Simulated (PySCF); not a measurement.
Nuclear quadrupole coupling in `CC/C=N/N(CC)C1CC1`

Compound: C₈H₁₆N₂.
Cartesian coordinates in Å at the GFN2-xTB level; atoms count from 1:
```
atom  x, y, z in Å
C1     3.6880   -0.7118   -0.5404
C2     2.3871   -0.2908   -1.2245
C3     1.1974   -0.6454   -0.3906
N4     0.4650    0.2853    0.0581
N5    -0.5707    0.1349    0.8793
C6    -1.1550   -1.1519    1.2096
C7    -2.0468   -1.7119    0.1004
C8    -1.4345    1.2700    0.9863
C9    -2.1217    1.8506   -0.2232
C10   -1.0084    2.5975    0.4511
H11    4.5444   -0.4577   -1.1612
H12    3.6966   -1.7860   -0.3643
H13    3.7913   -0.2057    0.4167
H14    2.3144   -0.7960   -2.1929
H15    2.3864    0.7863   -1.3938
H16    1.0565   -1.7118   -0.1937
H17   -0.3408   -1.8475    1.4314
H18   -1.7393   -1.0193    2.1241
H19   -2.8820   -1.0400   -0.0823
H20   -1.4809   -1.8183   -0.8226
H21   -2.4357   -2.6860    0.3862
H22   -1.9893    1.2514    1.9180
H23   -3.1336    2.2130   -0.1215
H24   -1.9044    1.4023   -1.1803
H25   -0.0575    2.6338   -0.0543
H26   -1.2477    3.4775    1.0278
```

Field gradients from the PBE0/pcSseg-1 density (PySCF, non-relativistic), principal values in atomic units, ordered |Vxx| ≤ |Vyy| ≤ |Vzz|:

```csv
atom,Vxx,Vyy,Vzz
N4,0.5768,0.6743,-1.2510
N5,0.4968,0.8617,-1.3585
```

Question: Find the asymmetry η = (Vxx − Vyy)/Vzz and the couplings χ = eQV/h (234.96 MHz × Q in barn × V in au), with Q(14N) = 0.02044 b.

Answer: 
```json
{"atom": "N4", "environment": "C=N nitrogen", "nucleus": "14N", "η": "0.08", "χzz (MHz)": "-6.01", "χxx (MHz)": "2.77", "χyy (MHz)": "3.24"}
{"atom": "N5", "environment": "nitrogen bonded to 2 C and N", "nucleus": "14N", "η": "0.27", "χzz (MHz)": "-6.52", "χxx (MHz)": "2.39", "χyy (MHz)": "4.14"}
```

Question: What is Vzz at N4 in SI units (1 au = 9.71736 × 10²¹ V/m²)?

Answer: -1.2510 au = -12.157 × 10²¹ V/m².

Question: And the gradient at the other heavy atoms, for which no coupling is worked out here?

Answer: 
```json
{"atom": "C1", "environment": "methyl carbon", "Vzz (au)": "0.058", "η": "0.33"}
{"atom": "C2", "environment": "chain CH2 carbon", "Vzz (au)": "-0.073", "η": "0.39"}
{"atom": "C3", "environment": "C=N carbon", "Vzz (au)": "0.129", "η": "0.70"}
{"atom": "C6", "environment": "sp3 carbon bound to nitrogen", "Vzz (au)": "0.241", "η": "0.33"}
{"atom": "C7", "environment": "methyl carbon", "Vzz (au)": "0.058", "η": "0.29"}
{"atom": "C8", "environment": "sp3 carbon bound to nitrogen", "Vzz (au)": "0.287", "η": "0.76"}
{"atom": "C9", "environment": "three-membered-ring carbon", "Vzz (au)": "0.190", "η": "0.30"}
{"atom": "C10", "environment": "three-membered-ring carbon", "Vzz (au)": "0.192", "η": "0.23"}
```

Were the hydrogens deuterons (Q(2H) = 0.00286 b), χzz would run from 199 kHz (H17 and H18) to 225 kHz (H26, H23 and H24).

Geometry: GFN2-xTB, one conformer, isolated molecule. GFN2-xTB bond lengths can be off by several hundredths of an ångström, more for odd bonds, and the gradients follow them. The basis is small and wasn't made for field gradients, so the couplings can be 20 % off.

These values come from a run that also computed NMR shieldings. Time: 63 s wall; peak memory 1.1 GiB. Hardware: one thread of an Arm Neoverse V1, shared host with 32 logical CPUs at a one-minute load of 9.2.
